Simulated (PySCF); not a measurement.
**Exercise with solution: entropy of an ideal gas**

Be(F)(SeH) (BeFHSe), SMILES [F][Be][SeH].

The structure is a stationary point at r2SCAN-D4/def2-TZVP. Other conformers were not sampled.

r2SCAN-D4/def2-TZVP run with PySCF 2.14.0 gives the harmonic wavenumbers 230, 275, 386, 581, 1337, 2418 cm⁻¹ and the rotational temperatures 11.2715, 0.1246, 0.1232 K. The molar mass is 107.99 g/mol, the symmetry number 1, the spin multiplicity 1.

**Question.** Work out the entropy at 298.15 K and 1 atm in the rigid-rotor, harmonic-oscillator model.

**Answer.** 
Translation (Sackur–Tetrode at 1 atm): S = R[1.5 ln M + 2.5 ln T − 1.16487] = 167.1 J/(mol K).
Rotation: q = (√π/σ) T^1.5/√(θA θB θC) = 21900, S = R[ln q + 3/2] = 95.6 J/(mol K).
Vibration: with u = 1.4388 ν/T, each mode gives R[u/(e^u − 1) − ln(1 − e^−u)]:
```tsv
ν (cm⁻¹)	modes	u	S (J/(mol K))
230	1	1.11	7.86
275	1	1.33	6.55
386	1	1.86	4.25
581	1	2.80	2.02
1337	1	6.45	0.10
```
The stiffer modes add less than 0.005 each. Sum 20.8 J/(mol K).
Spin: R ln 1 = 0.0 J/(mol K).
Total 283.5 J/(mol K); the program's own thermochemistry gives 283.5. Translation makes up 59 % and vibration 7 %. Anharmonicity, hindered rotation and orbital degeneracy are left out.
